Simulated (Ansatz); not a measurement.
The cluster Au2I. Charge 0, multiplicity 2. Geometry PBE0-D4/def2-TZVP; atoms count from 1.

```csv
atom,x (Å),y (Å),z (Å)
Au1,-0.996,-1.161,0.249
Au2,-0.490,1.181,-0.876
I3,1.486,-0.020,0.627
```

In the def2 sets Au, I take a core potential; there is no spin–orbit coupling. No other spin state of charge 0 was run. Another isomer (doublet) lies 0.19 eV lower at PBE0-D4/def2-TZVP; other spin states weren't run for this one.

Problem. Estimate the Mulliken populations from the PBE0/def2-TZVP orbitals of Ansatz.

Solution. 
| atom | charge (e) | spin (α − β) | d electrons |
| --- | --- | --- | --- |
| Au1 | 0.17 | 0.32 | 9.83 |
| Au2 | 0.17 | 0.32 | 9.83 |
| I3 | -0.34 | 0.36 | – |
Mulliken values and Mayer orders depend strongly on the basis.

Problem. Where does the spin sit?

Solution. Summed by element: Au 0.64, I 0.36, of 1 unpaired in all. Largest on single atoms: I3 0.36, Au2 0.32, Au1 0.32.

Problem. And the Mayer bond orders between bonded heavy atoms (over 0.3)?

Solution. Au1–Au2 0.69 (2.65 Å); Au1–I3 0.56 (2.76 Å); Au2–I3 0.56 (2.76 Å).
